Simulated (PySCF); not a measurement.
## Zr²¹⁺: fine-structure interval

Zr²¹⁺ [Ar] 3d1 [3d3/2^1, M_J = 3/2] → Zr²¹⁺ [Ar] 3d1 [3d5/2^1, M_J = 5/2], as a difference of total energies. Computed with PySCF 2.14 in an uncontracted even-tempered set (16 s from 2.5 bohr⁻², ratio 2.8; 12 p from 3.2 bohr⁻², ratio 2.8; 8 d from 3.2 bohr⁻², ratio 2.8; 3 f from 9.7 bohr⁻², ratio 3), with the two-component X2C-1e Hamiltonian. Correlated levels: [Ne] frozen; the 74 highest virtual spinors dropped. "Screened" scales the spin-orbit matrix elements by Boettger's factors to mimic the two-electron term; Breit and QED terms are absent.

| method | fine-structure interval (cm⁻¹) |
| --- | --- |
| GHF (screened spin-orbit) | 28722 |
| GMP2 (screened spin-orbit) | 28538 |
| GHF (bare spin-orbit) | 38292 |
